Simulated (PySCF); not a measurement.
**A series of derivatives of CSC[SiH2][SiH2]F**

Parent skeleton `[CH3:1][S:2][CH2:3][SiH2:4][SiH2:5][F:6]`; one hydrogen on atom 4 is replaced by X. Hydrogens on one atom are averaged.

Computational details: geometry: GFN2-xTB, shielding tensors at PBE0/pcSseg-1 (GIAO), in PySCF (a single conformation, averaged over atoms made equivalent by symmetry, fast rotation or ring inversion, non-relativistic, isolated molecule).

Chemical shifts δ = σref − σ; ¹³C, ²⁹Si, ¹H vs TMS; ³³S vs CS2; CFCl3 for ¹⁹F, all at this level.

Parent (X = H): C1 27.3, S2 -59.9, C3 20.1, Si4 -80.8, Si5 9.2, F6 -262.3, H(C1) 2.10, H(C3) 1.78, H(Si4) 4.20 ppm. Effects are Δδ = δ(X) − δ(H), positive for deshielding.

Known members:
| X | C1 | S2 | C3 | Si4 | Si5 | F6 | H(C1) | H(C3) | H(Si4) |
| --- | --- | --- | --- | --- | --- | --- | --- | --- | --- |
| cPr | -0.8 | -13.6 | +2.6 | +49.4 | -4.7 | -6.3 | +0.09 | +0.31 | -0.15 |
| SSiH3 | -0.5 | -15.3 | +4.7 | +52.7 | +0.2 | +2.3 | +0.05 | +0.27 | +1.07 |
| CHF2 | -0.5 | +2.9 | +0.3 | +32.8 | -0.3 | -6.8 | +0.14 | +0.22 | +0.19 |
| propynyl | -6.5 | -10.6 | +0.1 | +3.1 | -1.3 | -5.2 | -0.01 | -0.28 | +0.70 |

Four more derivatives gave (Δδ, ppm):
| compound | C1 | S2 | C3 | Si4 | Si5 | F6 | H(C1) | H(C3) | H(Si4) |
| --- | --- | --- | --- | --- | --- | --- | --- | --- | --- |
| 1 | -7.3 | -3.5 | -3.3 | +25.9 | +7.4 | -1.6 | -0.07 | +0.03 | +0.61 |
| 2 | -0.8 | -13.0 | +0.0 | +30.5 | -1.9 | -4.1 | +0.04 | +0.11 | +0.55 |
| 3 | -4.1 | +14.4 | +0.0 | +52.8 | -1.0 | -3.1 | +0.05 | +0.13 | -0.11 |
| 4 | -4.7 | -18.4 | +0.2 | -2.1 | -1.4 | -7.2 | +0.03 | +0.13 | +0.65 |

Q: Their substituents are C2H5, CH2F, ethynyl, vinyl. Which is which?

A: 1: X = vinyl (C=C[Si@@H](CSC)[SiH2]F); 2: X = CH2F (CSC[Si@@H](CF)[SiH2]F); 3: X = C2H5 (CC[Si@H](CSC)[SiH2]F); 4: X = ethynyl (C#C[Si@H](CSC)[SiH2]F).

Unscaled 19F shifts against computed CFCl3 carry errors that often reach 10 to 50 ppm.
